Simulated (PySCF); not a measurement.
Species: TiCl4 (singlet state).
Z-matrix (Å and degrees, PBE0-D3(BJ)/def2-TZVP geometry), rows numbered from 1:
```
Cl
Ti  1  2.1618
Cl  2  2.1614  1  109.36
Cl  2  2.1623  1  109.66  3  -119.98
Cl  2  2.1613  1  109.48  3   120.12
```

Linear response at PBE0/aug-cc-pVTZ (PySCF, frozen core in the response, non-relativistic). Geometry: PBE0-D3(BJ)/def2-TZVP; no solvent, vibrations or thermal averaging.

Static isotropic polarisability: 93.87 au (13.91 Å³), principal values 93.7, 93.9, 94.0 au.

Question: What is the polarisability at 1064 nm and at the sodium D line?

Answer: 95.18 au at 1064 nm (+1.4 %), 98.43 au at 589.3 nm (+4.9 %). The rise at 589.3 nm is 3.48 times that at 1064 nm; a pure ω² law gives 3.26. The lowest singlet lies at 284 nm, shorter than both wavelengths.

Question: What is the isotropic C6 coefficient between two such molecules, C6 = (3/π)∫α(iω)² dω?

Answer: 3023 au (Eh·bohr⁶) by a ten-point quadrature over imaginary frequencies, which is 1810 eV·Å⁶ or 174 J·nm⁶/mol.

Question: Which effective excitation energy ω̄ makes London's formula C6 = (3/4)α²ω̄ exact here?

Answer: ω̄ = 4·C6/(3α²) = 0.458 Eh = 12.4 eV. A one-pole form α(ω) = α/(1 − ω²/ω̄²) fitted to the 1064 nm value gives 9.9 eV.

Question: What n − 1 at the D line would an ideal gas of it have at 273.15 K and 1 atm (2.6868 × 10¹⁹ cm⁻³), by n − 1 = 2π·N·α′?

Answer: 24.62 × 10⁻⁴, a formal value whether or not that pressure can be reached.

Question: What molar refraction at the D line follows from R = (4π/3)·N_A·α′, with α′ the polarisability volume?

Answer: α′ = 14.59 Å³ gives R = 36.79 cm³/mol, for isolated, non-vibrating species.

Question: How many electrons N does the Slater–Kirkwood formula C6 = (3/4)·√N·α^(3/2) need to give this C6?

Answer: N = (4·C6/3)²/α³ = 19.6; the species has 90 electrons in all.

Question: How anisotropic is the static polarisability, by Δα² = ½[(α1 − α2)² + (α2 − α3)² + (α3 − α1)²]?

Answer: Δα = 0.2 au, or 0.00 of the isotropic value.

Hardware: an Intel Xeon at 2.50 GHz with 2 threads, no GPU, shared host with 64 logical CPUs at a one-minute load of 63. Cost: 2.1 min wall, 3.7 min CPU (grids of density and orbitals included), 1.2 GiB resident at most. This is the whole response run at PBE0/aug-cc-pVTZ, SCF included.
